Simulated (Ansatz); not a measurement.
Relaxation of the cluster Na5H4⁺ with RKS r2SCAN-D4/def2-SVP.

```sh
$ ansatz run in.yaml --threads 4 --pin off --events-out ev --progress --plain --max-ram 3916MiB
```

```yaml
crystal:
  periodic: [false, false, false]
  atoms:
    - {symbol: Na, position_ang: [-6.723570, -0.732740, -0.084760]}
    - {symbol: Na, position_ang: [3.343770, 0.321270, 0.406670]}
    - {symbol: Na, position_ang: [-3.321280, -0.535730, -0.179040]}
    - {symbol: Na, position_ang: [0.022680, -0.043030, -0.152940]}
    - {symbol: Na, position_ang: [6.659890, 1.071340, 0.039460]}
    - {symbol: H, position_ang: [5.072160, 0.703980, 0.215010]}
    - {symbol: H, position_ang: [1.703610, 0.152290, 0.089970]}
    - {symbol: H, position_ang: [-5.089860, -0.651570, -0.171140]}
    - {symbol: H, position_ang: [-1.667390, -0.285810, -0.163230]}
basis:
  gaussian: {orbitals: def2-SVP}
total_charge: 1
hamiltonian: {xc: r2scan, dispersion: d4}
scf: {omitted_lower_state_checks: [starts]}
output: {orbitals: {seedname: orbitals}}
relax: {f_tol: 0.02, max_steps: 100}
```

Run time 16 s (4 threads of Intel Xeon 6975P-C on a shared host).

Positions (Å) and forces (eV/Å) at steps 1, 2, 3, 4, 5, 6, 7, 8, 10, 13, 14 of 14:

```xyz
9
step=1 energy=-22128.0101 eV
Na   -6.724   -0.733   -0.085   -2.139   -0.110    0.099
Na    3.344    0.321    0.407    0.673   -0.045    0.408
Na   -3.321   -0.536   -0.179   -0.666   -0.192   -0.039
Na    0.023   -0.043   -0.153    0.027    0.042   -0.201
Na    6.660    1.071    0.039    2.061    0.476   -0.235
H     5.072    0.704    0.215   -0.766   -0.207    0.145
H     1.704    0.152    0.090   -0.188   -0.012   -0.081
H    -5.090   -0.652   -0.171    0.762    0.009   -0.080
H    -1.667   -0.286   -0.163    0.237    0.040   -0.017
9
step=2 energy=-22128.6630 eV
Na   -6.918   -0.744   -0.078   -1.130   -0.054    0.050
Na    3.413    0.312    0.459    0.396   -0.067    0.343
Na   -3.387   -0.559   -0.186   -0.388   -0.147   -0.028
Na    0.028   -0.037   -0.183    0.027    0.048   -0.205
Na    6.843    1.112    0.020    1.072    0.254   -0.140
H     5.156    0.715    0.223    0.020   -0.023    0.056
H     1.729    0.154    0.091    0.055    0.014   -0.032
H    -5.179   -0.663   -0.174   -0.043   -0.029   -0.032
H    -1.685   -0.289   -0.172   -0.010    0.005   -0.012
9
step=3 energy=-22129.1193 eV
Na   -7.112   -0.752   -0.070   -0.567   -0.022    0.023
Na    3.496    0.293    0.543    0.226   -0.066    0.269
Na   -3.465   -0.594   -0.192   -0.215   -0.113   -0.017
Na    0.037   -0.022   -0.238    0.029    0.053   -0.196
Na    7.021    1.156   -0.009    0.516    0.129   -0.087
H     5.261    0.730    0.233    0.317    0.049    0.020
H     1.773    0.160    0.090    0.139    0.019   -0.002
H    -5.295   -0.678   -0.176   -0.355   -0.040   -0.006
H    -1.715   -0.293   -0.180   -0.091   -0.009   -0.004
9
step=4 energy=-22129.4610 eV
Na   -7.309   -0.756   -0.062   -0.314   -0.007    0.011
Na    3.595    0.269    0.650    0.141   -0.033    0.147
Na   -3.558   -0.642   -0.195   -0.140   -0.073   -0.002
Na    0.051    0.006   -0.327    0.027    0.048   -0.142
Na    7.189    1.204   -0.051    0.264    0.073   -0.063
H     5.401    0.747    0.255    0.258    0.032    0.041
H     1.835    0.167    0.092    0.119    0.007    0.017
H    -5.449   -0.698   -0.176   -0.284   -0.036    0.002
H    -1.755   -0.297   -0.186   -0.072   -0.011   -0.011
9
step=5 energy=-22129.6690 eV
Na   -7.504   -0.753   -0.056   -0.174   -0.001    0.003
Na    3.700    0.260    0.723    0.093    0.001    0.035
Na   -3.658   -0.686   -0.187   -0.087   -0.028    0.008
Na    0.065    0.046   -0.423    0.018    0.018   -0.034
Na    7.347    1.255   -0.110    0.124    0.035   -0.035
H     5.568    0.752    0.325    0.152    0.009    0.053
H     1.898    0.164    0.107    0.050    0.000    0.008
H    -5.616   -0.731   -0.170   -0.140   -0.030    0.008
H    -1.799   -0.306   -0.209   -0.036   -0.006   -0.045
9
step=6 energy=-22129.7636 eV
Na   -7.659   -0.750   -0.057   -0.117   -0.005   -0.002
Na    3.798    0.281    0.706    0.075    0.011   -0.002
Na   -3.755   -0.698   -0.169   -0.048   -0.004   -0.009
Na    0.070    0.052   -0.414   -0.016   -0.016    0.022
Na    7.472    1.293   -0.155    0.084    0.018   -0.010
H     5.735    0.749    0.424    0.053    0.001    0.026
H     1.951    0.162    0.116    0.016    0.006   -0.001
H    -5.758   -0.775   -0.150   -0.035   -0.014    0.017
H    -1.855   -0.315   -0.301   -0.012    0.003   -0.042
9
step=7 energy=-22129.8142 eV
Na   -7.786   -0.787   -0.052   -0.060   -0.006    0.000
Na    3.889    0.356    0.547    0.026    0.006   -0.007
Na   -3.852   -0.663   -0.225   -0.028    0.005   -0.011
Na    0.044   -0.030   -0.265   -0.004   -0.012    0.020
Na    7.652    1.291   -0.068    0.053    0.006    0.008
H     5.862    0.782    0.401    0.041    0.010   -0.004
H     1.979    0.159    0.131    0.008    0.002    0.003
H    -5.872   -0.774   -0.151   -0.026   -0.006    0.008
H    -1.916   -0.334   -0.318   -0.011   -0.004   -0.016
9
step=8 energy=-22129.8380 eV
Na   -7.895   -0.826   -0.048   -0.012   -0.008    0.001
Na    3.960    0.412    0.426   -0.016    0.005   -0.021
Na   -3.936   -0.613   -0.283   -0.003   -0.001    0.001
Na    0.027   -0.097   -0.144   -0.001   -0.007    0.008
Na    7.818    1.283    0.030   -0.024   -0.011    0.016
H     5.958    0.825    0.329    0.056    0.014   -0.010
H     2.001    0.151    0.158    0.019    0.000    0.008
H    -5.971   -0.771   -0.155   -0.014    0.007   -0.006
H    -1.962   -0.364   -0.314   -0.004    0.001    0.003
9
step=10 energy=-22129.8413 eV rejected
Na   -7.974   -0.897   -0.074    0.015   -0.004   -0.005
Na    4.006    0.483    0.243   -0.017    0.004   -0.039
Na   -4.000   -0.540   -0.290    0.010   -0.020    0.013
Na    0.011   -0.154    0.000    0.008   -0.005   -0.020
Na    7.947    1.231    0.220   -0.046   -0.006   -0.010
H     6.035    0.890    0.181    0.008   -0.008    0.031
H     2.024    0.138    0.117    0.015    0.006    0.023
H    -6.050   -0.746   -0.206    0.005    0.014   -0.003
H    -1.999   -0.406   -0.192    0.002    0.018    0.010
9
step=13 energy=-22129.8467 eV
Na   -7.949   -0.917   -0.151    0.004   -0.001   -0.003
Na    3.987    0.493    0.155    0.007    0.003   -0.007
Na   -3.978   -0.560   -0.194    0.000   -0.003    0.004
Na    0.018   -0.128   -0.024    0.003    0.001   -0.002
Na    7.910    1.200    0.257   -0.011   -0.002   -0.002
H     6.007    0.864    0.200    0.010   -0.001    0.006
H     2.020    0.165    0.069   -0.012   -0.002    0.003
H    -6.025   -0.746   -0.194   -0.001    0.001    0.002
H    -1.990   -0.371   -0.119    0.000    0.003   -0.001
9
step=14 energy=-22129.8470 eV
Na   -7.948   -0.932   -0.193    0.008    0.000   -0.002
Na    3.987    0.501    0.115    0.007    0.001   -0.002
Na   -3.978   -0.560   -0.151   -0.003   -0.003    0.003
Na    0.016   -0.111   -0.023    0.001    0.000    0.000
Na    7.912    1.182    0.285   -0.010   -0.002   -0.002
H     6.009    0.855    0.194    0.011    0.000    0.004
H     2.018    0.178    0.040   -0.009    0.000    0.002
H    -6.024   -0.754   -0.184   -0.006    0.000    0.001
H    -1.992   -0.360   -0.082    0.002    0.003   -0.002
```

Another isomer (singlet) lies 0.80 eV lower at PBE0-D4/def2-TZVP; other spin states weren't run for this one.
